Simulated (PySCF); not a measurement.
In(F)(vinyl)(NH2) (C2H5FInN), SMILES [CH]([In]([F])[NH2])=C.

Coordinates come from a B3LYP-D3(BJ)/def2-SVP optimisation. The structure was generated by enumeration; whether it is a known compound was not checked. The def2 effective core potentials stand for the cores of In; spin–orbit coupling is left out. One conformer was computed; it need not be the lowest.

The numbers are results of PySCF with PBE/def2-TZVP, not measurements.

Isolated molecule, no solvent.

Task: Estimate the frontier levels, gap, dipole moment and polarisability. (The exact figures need the calculation; the answer reports its results.)

Result: 
```
Item                                                                                                           Result
---------------------------------------------------------------------------------------------  ----------------------
highest occupied level                                                                                       -6.02 eV
lowest empty level                                                                                           -2.21 eV
orbital gap                                                                                                   3.81 eV
dipole moment                                                                                                  3.64 D
quadrupole, principal values (traceless, Buckingham form, about the centre of nuclear charge)  -6.85, -1.76, 8.62 D·Å
mean static polarisability                                                                      69.3 bohr³ (10.27 Å³)
polarisability, principal values                                                               45.6, 70.0, 92.2 bohr³
```
